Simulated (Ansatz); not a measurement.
Relaxation of CH4BFN2 (9 atoms, charge 0, multiplicity 1), to a largest force component of 0.02 eV/Å in at most 50 steps.

Theory: RHF/def2-SVP in Ansatz 0.2.0.

```xyz
9
Properties=species:S:1:pos:R:3
B -0.594 0.597 -1.291
N 0.491 -0.100 -0.601
C 0.440 -0.446 0.775
N -0.465 -0.136 1.535
F 1.534 -1.113 1.307
H -0.555 0.913 -2.454
H -1.586 0.966 -0.707
H 1.368 -0.342 -1.175
H -0.546 -0.386 2.593
```

Question: Where does it end, and by what steps?

Answer: It converged. After 8 steps the energy has fallen by 0.890 eV; H9 moved furthest, 0.26 Å.

```csv
step,energy less start (eV),largest force component (eV/Å),accepted
0,0.0000,3.627,yes
1,-0.7035,2.003,yes
2,-0.8195,1.486,yes
3,-0.7945,2.204,no
4,-0.8821,0.827,yes
5,-0.8747,1.413,no
6,-0.8898,0.053,yes
7,-0.8900,0.023,yes
8,-0.8900,0.016,yes
```

```xyz
9
Properties=species:S:1:pos:R:3
B -0.590 0.622 -1.288
N 0.402 -0.062 -0.545
C 0.368 -0.386 0.792
N -0.534 -0.144 1.598
F 1.481 -1.021 1.122
H -0.364 0.804 -2.451
H -1.595 0.986 -0.763
H 1.240 -0.362 -1.000
H -0.319 -0.485 2.518
```

The run took 120 s on 1 thread of Intel(R) Xeon(R) Processor @ 2.50GHz (Skylake/Cascade Lake) (shared host), peak memory 0.17 GiB.
